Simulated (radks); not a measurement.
Results of a calculation; reference values are marked as such.
Neutral iron inside a hard spherical wall (all orbitals vanish at R), configuration held at [Ar] 3d6 4s2 and not refilled when levels cross. Code: a radial shooting solver on a logarithmic mesh with Libxc functionals. Model: scalar-relativistic Kohn-Sham, PBEsol, spin-polarised, spherical densities, point nucleus; open shells are filled with parallel spins first. Eigenvalues in eV for spin up, with the zero of energy where the potential of the charges vanishes at infinity; a dash marks a level that is unbound or too diffuse for the functional's potential to be trusted. A positive occupied level is held by the wall or, in an anion where self-interaction has pushed it up, behind a barrier. The pressure on the wall is -dE/dV.

[
 {"R (bohr)": "free", "E (hartree)": "-1271.39828", "kinetic (hartree)": "1286.467", "e(3s)": "-95.296", "e(3p)": "-61.435", "e(3d)": "-8.918", "e(4s)": "-5.655", "e(4p, empty)": "-1.428", "e(5s, empty)": "-", "pressure (GPa)": "0"},
 {"R (bohr)": "20", "E (hartree)": "-1271.39828", "kinetic (hartree)": "1286.467", "e(3s)": "-95.296", "e(3p)": "-61.435", "e(3d)": "-8.918", "e(4s)": "-5.655", "e(4p, empty)": "-1.428", "e(5s, empty)": "-", "pressure (GPa)": "< 0.0001"},
 {"R (bohr)": "15", "E (hartree)": "-1271.39828", "kinetic (hartree)": "1286.467", "e(3s)": "-95.296", "e(3p)": "-61.435", "e(3d)": "-8.918", "e(4s)": "-5.655", "e(4p, empty)": "-1.426", "e(5s, empty)": "0.317", "pressure (GPa)": "< 0.0001"},
 {"R (bohr)": "12", "E (hartree)": "-1271.39826", "kinetic (hartree)": "1286.468", "e(3s)": "-95.292", "e(3p)": "-61.432", "e(3d)": "-8.914", "e(4s)": "-5.652", "e(4p, empty)": "-1.406", "e(5s, empty)": "0.796", "pressure (GPa)": "0.000541"},
 {"R (bohr)": "6", "E (hartree)": "-1271.36716", "kinetic (hartree)": "1286.649", "e(3s)": "-94.247", "e(3p)": "-60.387", "e(3d)": "-7.904", "e(4s)": "-4.672", "e(4p, empty)": "0.433", "e(5s, empty)": "10.764", "pressure (GPa)": "2.34"},
 {"R (bohr)": "5", "E (hartree)": "-1271.29782", "kinetic (hartree)": "1286.961", "e(3s)": "-92.918", "e(3p)": "-59.066", "e(3d)": "-6.643", "e(4s)": "-3.177", "e(4p, empty)": "2.710", "e(5s, empty)": "19.749", "pressure (GPa)": "11.2"},
 {"R (bohr)": "3", "E (hartree)": "-1270.00379", "kinetic (hartree)": "1291.443", "e(3s)": "-81.871", "e(3p)": "-48.234", "e(3d)": "4.099", "e(4s)": "15.553", "e(4p, empty)": "26.551", "e(5s, empty)": "94.894", "pressure (GPa)": "554"},
 {"R (bohr)": "2.5", "E (hartree)": "-1268.24734", "kinetic (hartree)": "1297.106", "e(3s)": "-73.072", "e(3p)": "-39.569", "e(3d)": "13.468", "e(4s)": "36.605", "e(4p, empty)": "50.851", "e(5s, empty)": "160.79", "pressure (GPa)": "2070"}
]
